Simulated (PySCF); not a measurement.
# $^{29}$Si chemical shifts

Theoretical values (PySCF 2.14.0 with density-fitted response routines): GIAO PBE0/pcSseg-1 shieldings, geometry from GFN2-xTB. No relativistic terms, in vacuum, equivalent nuclei averaged, one computed conformer.

Shieldings were converted by a linear fit to measured shifts: $^{29}$Si: δ = 279.94 − 0.822σ (rms 8.9 ppm, 72 shifts, 25.8 ppm with the 6 outliers that the fit left out vs TMS, solution or neat liquid). A few per cent of atoms miss by over 2 rms, more outside the fitted compound classes.

**Question.** Give the $^{29}$Si shifts of `CC#CC[SiH2]OCCC`, `C=CC1=C[SiH2]C/C(=C/Cl)[SiH2]1`, `C#C[SiH2]/C=C/[Si@H](Cl)CC=C`, `C=C(C)[Si@H]1C=C[SiH2]C(Cl)=C1`, `F/C(=C/[SiH3])[Si@@H](Cl)CCl`, `CC(=O)[SiH2][C@H]1[SiH2][SiH2]S1`.

**Answer.** 
| compound | environment | δ (ppm) |
| --- | --- | --- |
| CC#CC[SiH2]OCCC | silicon bonded to C, O, 2 H | -25.9 |
| [CH2:1]=[CH:2][C:3]1=[CH:4][SiH2:5][CH2:6]/[C:7](=[CH:8]/[Cl:9])[SiH2:10]1 | Si5: silicon bonded to 2 C, 2 H, in a 6-membered ring | -50.1 |
| [CH2:1]=[CH:2][C:3]1=[CH:4][SiH2:5][CH2:6]/[C:7](=[CH:8]/[Cl:9])[SiH2:10]1 | Si10: silicon bonded to 2 C, 2 H, in a 6-membered ring | -65.9 |
| [CH:1]#[C:2][SiH2:3]/[CH:4]=[CH:5]/[Si@H:6]([Cl:7])[CH2:8][CH:9]=[CH2:10] | Si6: silicon bonded to 2 C, Cl, H | -4.8 |
| [CH:1]#[C:2][SiH2:3]/[CH:4]=[CH:5]/[Si@H:6]([Cl:7])[CH2:8][CH:9]=[CH2:10] | Si3: silicon bonded to 2 C, 2 H | -64.1 |
| [CH2:1]=[C:2]([CH3:3])[Si@H:4]1[CH:5]=[CH:6][SiH2:7][C:8]([Cl:9])=[CH:10]1 | Si4: silicon bonded to 3 C, H, in a 6-membered ring | -39.6 |
| [CH2:1]=[C:2]([CH3:3])[Si@H:4]1[CH:5]=[CH:6][SiH2:7][C:8]([Cl:9])=[CH:10]1 | Si7: silicon bonded to 2 C, 2 H, in a 6-membered ring | -61.8 |
| [F:1]/[C:2](=[CH:3]/[SiH3:4])[Si@@H:5]([Cl:6])[CH2:7][Cl:8] | Si5: silicon bonded to 2 C, Cl, H | -17.6 |
| [F:1]/[C:2](=[CH:3]/[SiH3:4])[Si@@H:5]([Cl:6])[CH2:7][Cl:8] | Si4: silicon bonded to C, 3 H | -75.3 |
| [CH3:1][C:2](=[O:3])[SiH2:4][C@H:5]1[SiH2:6][SiH2:7][S:8]1 | Si7: silicon bonded to S, Si, 2 H, in a 4-membered ring | -17.2 |
| [CH3:1][C:2](=[O:3])[SiH2:4][C@H:5]1[SiH2:6][SiH2:7][S:8]1 | Si6: silicon bonded to C, Si, 2 H, in a 4-membered ring | -41.1 |
| [CH3:1][C:2](=[O:3])[SiH2:4][C@H:5]1[SiH2:6][SiH2:7][S:8]1 | Si4: silicon bonded to 2 C, 2 H | -51.4 |
